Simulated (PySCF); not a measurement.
Two-photon absorption: `C#CC#Cc1cccs1`, C8H4S

Molfile (atoms numbered from 1):
```
C8H4S
     RDKit          3D

 13 13  0  0  0  0  0  0  0  0999 V2000
    4.5933    0.0120    0.3905 C   0  0  0  0  0  0  0  0  0  0  0  0
    3.3928   -0.0190    0.1860 C   0  0  0  0  0  0  0  0  0  0  0  0
    2.0459   -0.0546   -0.0421 C   0  0  0  0  0  0  0  0  0  0  0  0
    0.8397   -0.0875   -0.2443 C   0  0  0  0  0  0  0  0  0  0  0  0
   -0.5437   -0.1205   -0.4859 C   0  0  0  0  0  0  0  0  0  0  0  0
   -1.5447   -0.6565    0.3067 C   0  0  0  0  0  0  0  0  0  0  0  0
   -2.8322   -0.5064   -0.2608 C   0  0  0  0  0  0  0  0  0  0  0  0
   -2.8022    0.1384   -1.4733 C   0  0  0  0  0  0  0  0  0  0  0  0
   -1.2125    0.5688   -1.9362 S   0  0  0  0  0  0  0  0  0  0  0  0
    5.6521    0.0403    0.5692 H   0  0  0  0  0  0  0  0  0  0  0  0
   -1.3361   -1.1377    1.2621 H   0  0  0  0  0  0  0  0  0  0  0  0
   -3.7514   -0.8609    0.2065 H   0  0  0  0  0  0  0  0  0  0  0  0
   -3.6430    0.3830   -2.1213 H   0  0  0  0  0  0  0  0  0  0  0  0
  1  2  3  0
  2  3  1  0
  3  4  3  0
  4  5  1  0
  5  6  2  0
  6  7  1  0
  7  8  2  0
  8  9  1  0
  9  5  1  0
  1 10  1  0
  6 11  1  0
  7 12  1  0
  8 13  1  0
M  END
```

Computed, not measured: TDDFT CAM-B3LYP/aug-cc-pVDZ excited states, vertical, gas phase (PySCF 2.14.0). Geometry: PBE0-D3(BJ)/def2-SVP.

(1) Give the one- and two-photon strengths of the lowest singlets.

Results:

(1) δ for parallel linear polarisation; σ at the peak of a Lorentzian of half width 0.1 eV, single beam; Ω is circular over linear.
| state | E (eV) | f | photon λ (nm) | δ (au) | σ (GM) | Ω | main |
| --- | --- | --- | --- | --- | --- | --- | --- |
| S1 | 4.07 | 0.000 | 609 | 0.23 | 0.00 | 1.50 | HOMO→LUMO+1 0.84 |
| S2 | 4.10 | 0.269 | 605 | 10.9 | 0.07 | 0.78 | HOMO→LUMO 0.77, HOMO−1→LUMO+1 0.17 |
| S3 | 4.38 | 0.000 | 566 | 0.4 | 0.00 | 1.50 | HOMO−1→LUMO 0.85 |
| S4 | 5.35 | 0.095 | 464 | 462 | 4.84 | 0.80 | HOMO−2→LUMO 0.77 |
| S5 | 5.38 | 0.372 | 461 | 54.8 | 0.58 | 0.92 | HOMO−1→LUMO+1 0.28, HOMO→LUMO+6 0.23 |
| S6 | 5.73 | 0.000 | 432 | 43.2 | 0.52 | 1.50 | HOMO→LUMO+2 0.63, HOMO→LUMO+3 0.13 |

Among these, the strongest one-photon state is S5, the strongest two-photon state S4, with a dipole change of 2.9 D (relaxed, norm of the difference vector).
